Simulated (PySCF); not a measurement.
Radial density of Be (beryllium, neutral)

M06-L, [He] 2s2, closed-shell 1S. Computed with PySCF 2.14 in 6-31G* (3s2p1d, 14 functions), with the non-relativistic Hamiltonian (point nucleus).

```json
{"r (bohr)": "0.00757", "4πr²ρ (e/bohr)": "0.02371"}
{"r (bohr)": "0.0127", "4πr²ρ (e/bohr)": "0.06539"}
{"r (bohr)": "0.0214", "4πr²ρ (e/bohr)": "0.1739"}
{"r (bohr)": "0.0360", "4πr²ρ (e/bohr)": "0.4353"}
{"r (bohr)": "0.0606", "4πr²ρ (e/bohr)": "1.016"}
{"r (bohr)": "0.102", "4πr²ρ (e/bohr)": "2.073"}
{"r (bohr)": "0.171", "4πr²ρ (e/bohr)": "3.425"}
{"r (bohr)": "0.288", "4πr²ρ (e/bohr)": "3.962"}
{"r (bohr)": "0.485", "4πr²ρ (e/bohr)": "2.592"}
{"r (bohr)": "0.816", "4πr²ρ (e/bohr)": "0.7855"}
{"r (bohr)": "1.37", "4πr²ρ (e/bohr)": "0.5928"}
{"r (bohr)": "2.31", "4πr²ρ (e/bohr)": "0.8007"}
{"r (bohr)": "3.88", "4πr²ρ (e/bohr)": "0.2736"}
{"r (bohr)": "6.53", "4πr²ρ (e/bohr)": "0.006616"}
```
